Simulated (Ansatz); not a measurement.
A basis-limit estimate, worked out

An elementary step of BSiH6OF, singlet (SiH₄O ([OH][SiH3]) + BH₂F ([BH2][F]) → BSiH₅O ([BH2][O][SiH3]) + HF; bonds formed: F2–H5; dative contacts that become bonds: B1–O6; bonds broken: B1–F2, H5–O6). “Start” is the structure reached by relaxing down from the saddle towards the reactants; PBE0-D4/def2-TZVP structures. The saddle:

B1  (-1.361, 0.159, -0.062)
F2  (-1.642, -1.452, -0.077)
H3  (-2.153, 0.645, 0.687)
H4  (-1.286, 0.526, -1.201)
H5  (-0.646, -1.291, 0.365)
O6  (-0.040, -0.181, 0.574)
Si7  (1.463, 0.299, 0.034)
H8  (2.459, -0.399, 0.878)
H9  (1.635, -0.075, -1.392)
H10  (1.570, 1.768, 0.194)
(Å)

Computed with Ansatz 0.2.0 (basis: def2-TZVPP and def2-QZVPP); correlated methods freeze the cores.

Energies in eV:

| quantity | saddle | start |
| --- | --- | --- |
| Hartree–Fock, triple zeta (X = 3) | -13375.58040 | -13376.82613 |
| Hartree–Fock, quadruple zeta (X = 4) | -13376.09185 | -13377.34087 |
| MP2 correlation, X = 3 | -20.69259 | -20.29666 |
| MP2 correlation, X = 4 | -22.34332 | -21.95475 |
| CCSD(T) correlation, X = 3 | -22.30134 | -21.95599 |

Task: Work out the barrier at the basis limit: extrapolate Hartree–Fock as E(X) = E∞ + A exp(−7.88 √X) and the MP2 correlation as E(X) = E∞ + B X^−2.97 (the exponents that Neese and Valeev fitted for def2-TZVPP and QZVPP), then add CCSD(T) − MP2 in triple zeta.

Result: Each step is linear, so take the differences first (saddle − start): Hartree–Fock 1.24573 (X = 3) and 1.24902 (X = 4); MP2 correlation -0.39593 and -0.38857; CCSD(T) correlation -0.34535.
Two points give E∞ = E(4) + w [E(4) − E(3)], with w = 1/(exp(7.88 (2 − √3)) − 1) = 0.1377 for Hartree–Fock and w = 1/((4/3)^2.97 − 1) = 0.7407 for the correlation.
Hartree–Fock: 1.24902 + 0.1377 × 0.00329 = 1.2495 eV.
MP2 correlation: -0.38857 + 0.7407 × 0.00736 = -0.3831 eV.
CCSD(T) − MP2: -0.34535 − (-0.39593) = 0.0506 eV.
Sum: 1.2495 + (-0.3831) + 0.0506 = 0.9170 eV, or 21.15 kcal/mol. Plain CCSD(T) in triple zeta gives 0.9004 eV, so the larger basis shifts the result by 0.0166 eV.

No T1 diagnostic of these runs exceeds 0.012.

The step is the kind of ligand exchange by which a precursor binds to a hydroxyl group, or is hydrolysed, in atomic layer deposition of oxides.

Labels in which every atom is bracketed show which atoms are joined, not bond orders.

For scale, one of the runs: CCSD(T)/def2-TZVPP, 219 basis functions (an equivalent command: `ansatz run in.yaml --threads 4`). Hardware: 4 CPU threads, shared host. Wall time 50 s; peak host memory 3.4 GiB.
